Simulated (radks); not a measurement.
Results of a calculation; reference values are marked as such.
Ru4+, 40 electrons, occupied as [Kr] 4d4. Level of theory: Dirac Kohn-Sham, PBEsol, spin-unpolarised, spherical densities, point nucleus; open shells are shared between the two j in proportion to 2j + 1 (a radial shooting solver on a logarithmic mesh with Libxc functionals).

Normalised radial functions P(r) = r R(r) (large component), r in bohr:

r,3d5/2,4d3/2,4d5/2
0.001745,0.0000,0.0000,0.0000
0.002309,0.0000,0.0000,0.0000
0.003079,0.0001,0.0000,0.0000
0.004074,0.0001,0.0001,0.0000
0.00539,0.0003,0.0001,0.0001
0.007132,0.0007,0.0003,0.0002
0.009513,0.0016,0.0007,0.0006
0.01259,0.0035,0.0014,0.0013
0.01665,0.0077,0.0030,0.0027
0.02221,0.0169,0.0065,0.0059
0.02939,0.0352,0.0133,0.0124
0.03889,0.0713,0.0266,0.0251
0.05186,0.1417,0.0521,0.0498
0.06862,0.2630,0.0955,0.0921
0.0908,0.4588,0.1641,0.1595
0.1201,0.7411,0.2598,0.2543
0.1602,1.0985,0.3721,0.3667
0.212,1.4313,0.4549,0.4514
0.2805,1.6207,0.4475,0.4482
0.3741,1.5456,0.2807,0.2873
0.495,1.2053,-0.0468,-0.0353
0.655,0.7389,-0.4583,-0.4451
0.8736,0.3291,-0.8088,-0.7989
1.156,0.1032,-0.9287,-0.9255
1.529,0.0203,-0.7974,-0.8008
2.024,0.0022,-0.5163,-0.5226
2.699,0.0001,-0.2356,-0.2406
3.571,0.0000,-0.0724,-0.0748
4.725,0.0000,-0.0128,-0.0134
6.302,0.0000,-0.0010,-0.0011
8.338,0.0000,0.0000,0.0000

3d5/2: eigenvalue -323.75 eV, 0 radial nodes, <r> = 0.385 bohr, 90 % of the charge inside 0.613 bohr. 4d3/2: eigenvalue -52.119 eV, 1 radial node at r = 0.478 bohr, <r> = 1.36 bohr, 90 % of the charge inside 2.08 bohr. 4d5/2: eigenvalue -51.658 eV, 1 radial node at r = 0.482 bohr, <r> = 1.37 bohr, 90 % of the charge inside 2.09 bohr.
